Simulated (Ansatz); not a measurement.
`C[CH2][In]([NH2])[NH2]` + CH₃OH → `C[O][In]([NH2])[NH2]` + `CC`  (ligand exchange at the In–C bond)

Calculated with Ansatz (gas phase, PBE0-D4/def2-TZVP geometries, no zero-point term in ΔE). CBS: MP2 limit from def2 TZ/QZ plus the TZ coupled-cluster correction, frozen cores. This one scheme is used for every species. Functionals use def2-TZVPP. def2 core potentials past Kr. For In outer-core shells are correlated without core-valence functions, which leaves a few kJ/mol of doubt a bond. Each species was taken in one conformer, which may not be the lowest.

```tsv
level	ΔE (kJ/mol)	difference from CCSD(T)/CBS
r2SCAN0-D4	-48.0	-0.7
BHLYP-D4	-50.7	-3.4
r2SCAN0	-48.5	-1.2
BHLYP	-52.8	-5.5
CAM-B3LYP	-53.1	-5.8
HF/def2-SVP	-58.7	-11.4
CCSD(T)/def2-SVP	-58.1	-10.8
MP2/def2-TZVPP	-44.8	2.5
HF/def2-QZVPP	-58.1	-10.8
SCS-MP2/def2-QZVPP	-49.7	-2.4
CCSD(T)/CBS	-47.3	0
```

(1) What do rigid-rotor, harmonic-oscillator terms from PBE0-D4/def2-TZVP frequencies (298.15 K, 1 bar) make of the CCSD(T)/CBS value? (Estimate.)

Largest T1 diagnostic among the species: 0.015.

Answers

(1) The calculation gave: ΔZPE = +0.4 kJ/mol, ΔH = -47.3 kJ/mol, ΔS = -14 J/(mol·K), ΔG = -43.1 kJ/mol. Modes under 50 cm⁻¹ make the entropy rough.

In def2-TZVPP, CCSD(T) changes the Hartree–Fock value by +11.2 kJ/mol (the triples alone add −0.4 kJ/mol) and MP2 by +13.1 kJ/mol. From BLYP to BHLYP (50 % exact exchange), in def2-TZVPP and without D4, ΔE moves by +4.3 kJ/mol. Leaving LDA and LC-ωPBE aside and taking each functional with its dispersion term where it has one, the values, not all of them listed here, spread over 16.1 kJ/mol, from B97M-V to HSE06-D4. LDA lies +8.1 kJ/mol from PBE without D4.

CCSD(T)/CBS has its own doubt, a few kJ/mol and more with outer-core shells, so smaller differences from it don't rank the levels.
